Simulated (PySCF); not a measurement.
Spinor energies of Rb³¹⁺ (rubidium, charge +31)

Start: [He] 2s2 2p2; 2p1/2 filled at m_j = -1/2, +1/2. Calculated with PySCF 2.14 in an uncontracted even-tempered set (17 s from 12 bohr⁻², ratio 2.4; 12 p from 15 bohr⁻², ratio 2.4; 5 d from 53 bohr⁻², ratio 2.6; 4 f from 79 bohr⁻², ratio 2.6): generalised Hartree-Fock with the X2C-1e Hamiltonian and a Gaussian nucleus; one run each with spin-orbit coupling (SO) switched off, then screened by Boettger's factors.

```csv
spinor shell,electrons,"ε, spin-free (eV)","ε, screened SO (eV)",weight of nominal j (screened SO),"rms radius, screened SO (bohr)"
1s1/2,2,-17485.7,-17479.6,1.000,0.0461
2s1/2,2,-3925.9,-3924.1,1.000,0.182
2p1/2,2,-3792.9,-3822.2,1.000,0.156
```

| quantity | spin-free | screened SO |
| --- | --- | --- |
| E (hartree) | -1970.15899 | -1973.00128 |
| M_J | 0 | 0 |
| ⟨J²⟩ | 2.000 | 0.000 |
| ⟨L²⟩ | 2.000 | 1.333 |
| ⟨S²⟩ | 2.000 | 1.333 |

Breit and QED terms are absent; they matter most for the inner s and p1/2 levels.

Densities and radii are taken from the X2C orbitals without a picture-change correction, which distorts them close to the nucleus.

Without spin-orbit coupling the j labels of p, d and f shells carry no meaning; the spin-free column gives the mean over the occupied spinors of each nl shell.
